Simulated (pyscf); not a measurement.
PySCF, gas phase, ωB97X-D3(BJ)/def2-SVP geometries.

SMILES: Cl[CH2][Sn]([Cl])([Cl])[Cl]
```xyz
8

Cl    -1.2711    -1.6942    -1.1896
C     -0.2056    -0.7843    -0.1008
Sn     0.0408     1.1704    -0.9087
Cl     1.3767     2.4825     0.4591
Cl    -1.9951     2.2418    -1.1329
Cl     1.0440     1.0913    -2.9899
H     -0.6599    -0.7214     0.8969
H      0.7695    -1.2845    -0.0326
```
Charge 0, spin multiplicity 1.

### Question
How much does it cost (ΔH, 298 K, ωB97M-D3(BJ)/def2-TZVP) to split Cl–CH₂–Sn(Cl)(Cl)–Cl at its C–Sn bond into •H₂C–Cl + Cl–Sn•(Cl)–Cl?

### Answer
C–Sn to •H₂C–Cl + Cl–Sn•(Cl)–Cl: 236.4 kJ/mol. The 7 functionals that were run give +206.6 (PBE) to +256.8 kJ/mol (ωB97X-D3(BJ)). Elements past Kr carry the def2 core potentials, without spin-orbit coupling.
